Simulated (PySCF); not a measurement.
Excitations are Tamm–Dancoff values on a coarser integration grid. The basis has no diffuse functions, so Rydberg states are missing or too high.

Z-matrix (Å, degrees):
```
C
N 1 1.3806
H 2 1.0168 1 126.22
C 2 1.3883 3 124.90 1 180.00
H 4 1.0955 2 120.59 3 0.00
C 4 1.3968 5 129.40 2 -180.00
H 6 1.0949 4 125.65 5 0.00
C 1 1.4130 2 106.96 3 -180.00
N 8 1.3806 1 106.96 2 -180.00
H 9 1.0168 8 126.22 1 -180.00
C 9 1.3883 10 124.90 8 -180.00
H 11 1.0955 9 120.59 10 0.00
C 11 1.3968 12 129.40 9 -180.00
H 13 1.0949 11 125.65 12 0.00
```
Charge 0, spin multiplicity 1.

Predict the S1 excitation (TDA), dipole moment and HOMO from PBE-D3(BJ)/def2-TZVP // PBE-D3(BJ)/def2-SVP in PySCF.


```
Item                    Value
-------------------  --------
S1 excitation (TDA)   4.71 eV
dipole moment          0.00 D
HOMO                 -4.29 eV
```
